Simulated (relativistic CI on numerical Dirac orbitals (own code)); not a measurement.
**Slater and spin-orbit integrals, Ag14+**

These numbers are calculated, not measured: Dirac-Coulomb-Breit CI, KLI orbitals optimised for each configuration, model QED, unscaled Slater integrals (own radial code, finite nucleus).

Slater integrals F^k, G^k are unscaled and averaged over j, outside the closed core [Ar] 3d10; ζ comes from projecting the Hamiltonian with its Breit term on Σ l·s of the shell.

- 4s2 4p3: F^2(4p,4p) = 121340, ζ(4p) = 37683 cm⁻¹; <r>(4p) = 0.8592, <r^2>(4p) = 0.8323 (bohr units).
- 4s 4p4: F^2(4p,4p) = 121320, G^1(4s,4p) = 159970, ζ(4p) = 37603 cm⁻¹; <r>(4s) = 0.8222, <r^2>(4s) = 0.7584, <r>(4p) = 0.8593, <r^2>(4p) = 0.8325 (bohr units).
- 4p5: ζ(4p) = 37531 cm⁻¹; <r>(4p) = 0.8602, <r^2>(4p) = 0.8343 (bohr units).

Averages of the first 10 configurations, taken without configuration mixing, which lowers the lowest level and can move excited configurations by several eV; other configurations of the list can lie among them:

```
Configuration  Parity  States  Average energy above the lowest level (eV)
      4s2 4p3     odd      20                                        10.9
       4s 4p4    even      30                                        56.0
          4p5     odd       6                                       106.6
   4s2 4p2 4d    even     150                                        77.5
    4s 4p3 4d     odd     400                                       120.3
   4s2 4p2 4f     odd     210                                       145.4
    4s 4p3 4f    even     560                                       188.5
       4p4 4d    even     150                                       168.5
   4s 4p2 4d2    even    1350                                       186.1
   4s2 4p2 5s    even      30                                       153.5
```
